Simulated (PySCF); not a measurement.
**Excitation energy of Sn by level of theory**

Sn [Kr] 4d10 5s2 5p2 (3P) → Sn [Kr] 4d10 5s2 5p1 5d1 (high-spin determinant), as a difference of total energies. Calculation: PySCF 2.14, in aug-cc-pVDZ-PP with ECP28MDF (5s4p3d, 32 functions); scalar relativity through the core potential. Correlated levels: valence: 4s2 4p6 4d10 frozen. The calculations carry no spin-orbit coupling.

```csv
method,excitation energy (cm⁻¹)
UHF,51774
LDA,48006
PBE,46518
PBE0,48381
r2SCAN,49574
PW91,46823
M06-2X,49028
TPSS,47362
BLYP,46116
MP2 (valence),51954
SCS-MP2 (valence),51648
```

The promoted electron is Rydberg-like, and one or two diffuse shells describe it only roughly, which tends to raise the upper state.

In the upper state the promoted electron has a positive orbital energy at LDA, PBE, PBE0, r2SCAN, PW91, TPSS, BLYP, so the basis confines it.

The determinant of the upper state mixes LS terms, which raises its energy above the lowest term, most at the Hartree-Fock and MP2 levels.
